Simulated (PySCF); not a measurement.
# Working out the ionisation energy of Ni²⁺

Ni²⁺ [Ar] 3d8 (3F) → Ni³⁺ [Ar] 3d7 (4F). Calculation: PySCF 2.14, in x2c-TZVPPall (6s5p4d2f1g, 64 functions); scalar relativity by spin-free X2C-1e. Frozen: [Ar]. Energies in hartree (1 hartree = 27.21139 eV):

```json
{"part": "UHF", "Ni²⁺ (lower)": "-1518.235296", "Ni³⁺ (upper)": "-1517.037231"}
{"part": "CCSD correlation", "Ni²⁺ (lower)": "-0.239183", "Ni³⁺ (upper)": "-0.167714"}
{"part": "(T)", "Ni²⁺ (lower)": "-0.004766", "Ni³⁺ (upper)": "-0.002041"}
```

Problem. What does Hartree-Fock give?

Solution. (-1517.037231) − (-1518.235296) = 1.198065 hartree = 32.601 eV.

Problem. What do CCSD and CCSD(T) give?

Solution. The CCSD correlation energies differ by 0.071469 hartree = 1.945 eV and the triples by 0.002725 hartree = 0.074 eV, so CCSD gives 34.546 eV and CCSD(T) 34.620 eV.

A first-order spin-orbit estimate adds -0.013 eV to CCSD(T) (valence), giving 34.607 eV against 35.187 ± 0.019 eV (measured; NIST Atomic Spectra Database, ionization energies).

What remains against the reference includes basis incompleteness, the frozen core and higher excitations.
